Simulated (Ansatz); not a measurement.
CH7GeSi, SMILES `[CH3][GeH][SiH3]` radical. The species carries charge 0 and has multiplicity 2. Correlated methods include outer-core shells of Ge, which these sets cover unevenly. Scalar relativity is left out up to krypton.

```xyz
10

C     1.825   -0.011   -0.124
Ge    0.068    0.176   -0.981
Si   -1.768    0.199    0.525
H     2.617    0.075   -0.869
H     1.901   -0.990    0.357
H     1.962    0.763    0.631
H    -0.090   -0.884   -2.097
H    -3.029    0.394   -0.238
H    -1.599    1.333    1.473
H    -1.888   -1.055    1.323
```

(1) Give the diagnostics of a CCSD(T)/def2-TZVPP run (frozen core, Ansatz 0.2.0). (Estimate.)

## Answers

(1) Ansatz gave: T1 = 0.0121, largest single amplitude 0.017, largest double 0.020, (T) share of the correlation energy 3.4 %, 10 CCSD cycles. ⟨S²⟩ of the UHF reference is 0.758 against 0.75 for a pure state. T1 lies under the customary mark of 0.045 for open shells.
